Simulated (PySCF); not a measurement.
Mass spectrum arithmetic for `C#CB1OCC[C@@H](C)O1`

Species: `O1[C@@H](CCOB1C#C)C`.

All values are calculated from tables of isotopes.

Task: Molar mass and exact mass?

Result: For C6H9BO2, with standard atomic weights, 6 × 12.011 + 1 × 10.810 + 2 × 15.999 + 9 × 1.008 = 123.946 g/mol. From the most abundant isotopes (12C, 11B, 16O, 1H), 6 × 12.000000 + 1 × 11.009305 + 2 × 15.994915 + 9 × 1.007825 = 124.0696 u.

Task: Work out the cluster of the molecular ion M+•, one line a nominal mass.

Result: 
```json
{"nominal mass": "123", "m/z (centroid)": "123.0726", "relative intensity": "24.4"}
{"nominal mass": "124", "m/z (centroid)": "124.0691", "relative intensity": "100.0"}
{"nominal mass": "125", "m/z (centroid)": "125.0725", "relative intensity": "6.7"}
{"nominal mass": "126", "m/z (centroid)": "126.0741", "relative intensity": "0.6"}
```

Cut off at 0.1 %. One electron mass, 0.00055 u, is taken off. Abundances used (%; other tables differ somewhat): 12C 98.93, 13C 1.07; 10B 19.9, 11B 80.1; 16O 99.757, 17O 0.038, 18O 0.205; 1H 99.9885, 2H 0.0115.

Task: Which m/z would the protonated, sodiated and deprotonated molecule have?

Result: [M+H]+ 125.0768, [M+Na]+ 147.0588, [M−H]− 123.0623, for the monoisotopic species (arithmetic only; whether such ions form is another matter).

Task: Resolve the fine structure: one atom at a time replaced by a minor isotope.

Result: Intensity in % of the monoisotopic species:

```json
{"isotope": "10B", "mass shift (u)": "-0.99637", "m/z": "123.0726", "intensity (%)": "24.84"}
{"isotope": "13C", "mass shift (u)": "+1.00335", "m/z": "125.0724", "intensity (%)": "6.49"}
{"isotope": "17O", "mass shift (u)": "+1.00422", "m/z": "125.0732", "intensity (%)": "0.08"}
{"isotope": "2H", "mass shift (u)": "+1.00628", "m/z": "125.0753", "intensity (%)": "0.10"}
{"isotope": "18O", "mass shift (u)": "+2.00425", "m/z": "126.0733", "intensity (%)": "0.41"}
```

Species under 0.02 % are left out.

Task: What share of all molecules is the monoisotopic species?

Result: 0.9893^6 × 0.801 × 0.99757^2 × 0.999885^9 = 74.65 %.

Task: What resolving power m/Δm just matches the spacing of the species with one 13C and with one 2H?

Result: They lie 0.00292 u apart at mass 125.07, so m/Δm is about 43000.
